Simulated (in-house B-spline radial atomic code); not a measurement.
## RPA and G0W0 on r2SCAN0: the selenium ion Se⁵⁺

Configuration [Ar] 3d10 4s1, highest spin, mean-field start r2SCAN0. Computed with an all-electron radial atomic-structure program (B-spline basis): all electrons, non-relativistic, point nucleus, each spin shell either full or empty, empty states to l = 9 with an (l + 1/2)⁻⁴ tail; G0W0 by contour deformation at full frequency.

Command:
```bash
python run_gw.py task.json out
```
Settings (radii: box in bohr, nucleus in fm):
```
Z                        34
electrons                29
configuration            [Ar] 3d10 4s1
hamiltonian              nr
method                   r2scan0
lmax                     9
spin_polarised           True
box_radius               10.43
intervals                50
ion_configuration        [Ar] 3d10
```

Run time, properties included: 5.6 s on 1 thread of Arm Neoverse N1, with other jobs on the host.

Energies (hartree):

```tsv
term	value
mean-field total	-2395.19999
Hartree-Fock functional on these orbitals	-2393.73653
direct second order	-2.4021
second-order exchange	0.70528
SOSEX correction	0.65444
```

(1) What is the RPA correlation energy, and what remains with SOSEX?

Quasi-particle levels (eV):

| level | occupied | mean field | Σx - vxc | Σc | QP weight | G0W0 |
| --- | --- | --- | --- | --- | --- | --- |
| 4s up | yes | -76.82 | -3.00 | ? | ? | ? |
| 3d down | yes | -128.05 | -12.40 | 2.67 | 0.954 | -137.78 |
| 3d up | yes | -128.35 | -12.32 | 2.62 | 0.940 | -138.06 |
| 4s down | no | -70.04 | 5.78 | -2.40 | 0.964 | -66.66 |

G0W0 = mean field + (Σx - vxc) + Σc, with Σc (partial-wave tail included) taken at the quasi-particle energy. Only the outer levels were computed. Levels of low weight are left out.

(2) Where does G0W0 put 4s up?

(3) What does it cost to remove one electron (to [Ar] 3d10) by differences of total energies, each species on its own start (correlation terms add to the Hartree-Fock functional)?

Answers

(1) RPA gives -2.1164 hartree (-1.99 eV per electron); RPA + SOSEX gives -1.462, and the second-order doubles -1.6968 hartree (no singles). RPA lacks exchange-type terms and so overcorrelates at short range.

(2) At -81.56 eV, with Σc = -1.74 eV and a quasi-particle weight of 0.976. The tabulated removal energy is 81.83 ± 0.03 eV (NIST, measured); the calculation leaves out relativity, Breit and QED terms, and what these don't explain is the method's own error.

(3) r2SCAN0 81.03 eV, Hartree-Fock functional 79.56 eV, + RPA 81.26 eV, + RPA + SOSEX 80.56 eV, + second order 80.96 eV. Tabulated: 81.83 ± 0.03 eV (NIST, measured); the calculation leaves out relativity, Breit and QED terms, and what these don't explain is the method's own error.
